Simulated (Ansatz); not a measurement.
Harmonic vibrations of the cluster Si2Te by finite differences.

```yaml
crystal:
  periodic: [false, false, false]
  atoms:
    - {symbol: Si, position_ang: [1.250567, -0.637123, 0.006536]}
    - {symbol: Si, position_ang: [-0.049843, 1.350832, 0.377670]}
    - {symbol: Te, position_ang: [-1.200724, -0.713709, -0.384206]}
basis:
  gaussian: {orbitals: def2-TZVP}
hamiltonian: {xc: r2scan, dispersion: d4}
scf: {omitted_lower_state_checks: [starts]}
phonons: {temperatures: {t_min: 298.15, t_max: 900, t_step: 200}}
```

```sh
$ ansatz run in.yaml --threads 2 --pin off --events-out ev --progress --plain --max-ram 32768MiB --backend cpu
```

It prints (some lines left out):

```
Functional definition: r2SCAN
mean field -23049.50674884 eV, -847.0537495029 hartree, gradient 3.7e-5 eV, S^2 0.000000; 0 other end points of the search recorded, 0 dependent functions left out
mean field -23049.50672996 eV, -847.0537488091 hartree, gradient 2.6e-6 eV, S^2 0.000000; 0 other end points of the search recorded, 0 dependent functions left out
mean field -23049.50673048 eV, -847.0537488284 hartree, gradient 2.5e-6 eV, S^2 0.000000; 0 other end points of the search recorded, 0 dependent functions left out
mean field -23049.50673121 eV, -847.0537488553 hartree, gradient 2.6e-6 eV, S^2 0.000000; 0 other end points of the search recorded, 0 dependent functions left out
mean field -23049.50672726 eV, -847.0537487099 hartree, gradient 2.7e-6 eV, S^2 0.000000; 0 other end points of the search recorded, 0 dependent functions left out
mean field -23049.50670986 eV, -847.0537480707 hartree, gradient 1.9e-6 eV, S^2 0.000000; 0 other end points of the search recorded, 0 dependent functions left out
mean field -23049.50670381 eV, -847.0537478484 hartree, gradient 1.9e-6 eV, S^2 0.000000; 0 other end points of the search recorded, 0 dependent functions left out
mean field -23049.50674168 eV, -847.0537492399 hartree, gradient 2.6e-6 eV, S^2 0.000000; 0 other end points of the search recorded, 0 dependent functions left out
mean field -23049.50674017 eV, -847.0537491844 hartree, gradient 2.7e-6 eV, S^2 0.000000; 0 other end points of the search recorded, 0 dependent functions left out
mean field -23049.50672007 eV, -847.0537484458 hartree, gradient 1.9e-6 eV, S^2 0.000000; 0 other end points of the search recorded, 0 dependent functions left out
mean field -23049.50672559 eV, -847.0537486486 hartree, gradient 2.6e-6 eV, S^2 0.000000; 0 other end points of the search recorded, 0 dependent functions left out
mean field -23049.50672635 eV, -847.0537486765 hartree, gradient 2.7e-6 eV, S^2 0.000000; 0 other end points of the search recorded, 0 dependent functions left out
mean field -23049.50673181 eV, -847.0537488774 hartree, gradient 2.6e-6 eV, S^2 0.000000; 0 other end points of the search recorded, 0 dependent functions left out
Total energy: -23049.53340313 eV, -847.0547290302 hartree
Atom 0 at     1.250567    -0.637123     0.006536 Å, force     0.000956    -0.000089     0.000118 eV/Å
Atom 1 at    -0.049843     1.350832     0.377670 Å, force     0.000398     0.000968     0.000336 eV/Å
Atom 2 at    -1.200724    -0.713709    -0.384206 Å, force    -0.001354    -0.000879    -0.000454 eV/Å
Dipole moment:    -0.050279    -0.029890    -0.016090 e Å
Vibrations: 300.96 341.48 442.51 cm⁻¹, zero-point energy 0.067258 eV
Checks for a lower state left out: starts
```

Hardware: 2 threads of AMD EPYC 7R13 on a shared host. Wall time 20 s.

In the def2 sets Te takes a core potential; there is no spin–orbit coupling. The structure comes from a short search, and lower isomers may exist.
